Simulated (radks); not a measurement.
Task: Calculated with a radial shooting solver on a logarithmic mesh with Libxc functionals: non-relativistic Kohn-Sham, LDA (Slater exchange, VWN5 correlation), spin-polarised, spherical densities, point nucleus; open shells are filled with parallel spins first (spin-orbit coupling, left out, can overturn this in heavy ions). Response by self-consistent Sternheimer equations with the Hartree and adiabatic LDA kernel. For heavy and open-shell atoms this level of theory can miss by tens of per cent. Rank Ga, Ni+, Ge, Co, Ni2+, Xe+, Sr, P2+ (NIST ground configurations) by static dipole polarisability, largest first.

Result: Sr 188.5, Ga 59.25, Co 51.55, Ge 44.22, Xe+ 18.56, P2+ 9.097, Ni+ 8.923, Ni2+ 3.409 bohr^3.
